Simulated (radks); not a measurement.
Spherical jellium clusters: N electrons in a uniform positive sphere of charge N and radius rs N^(1/3), rs = 3.72 bohr. Calculated with a radial shooting solver with Libxc functionals: non-relativistic Kohn-Sham, PBEsol, spin-polarised, spherical densities. Levels are named by radial order and angular momentum (1s, 1p, 1d, 2s, ...), and open shells are averaged over m.

N = 13, configuration 1s2 1p6 1d(up 5, down 0). This is the lowest configuration that the search found. Occupied levels:

level,occupation,eigenvalue (eV),<r> (bohr)
1s up,1,-5.4388,5.727
1s down,1,-5.1238,5.159
1p up,3,-4.3648,6.763
1p down,3,-3.8060,6.485
1d up,5,-3.0033,7.609

Energy (eV): total -22.8166, kinetic 26.540, external -617.81, Hartree 303.27, exchange-correlation -50.268, background 315.45.
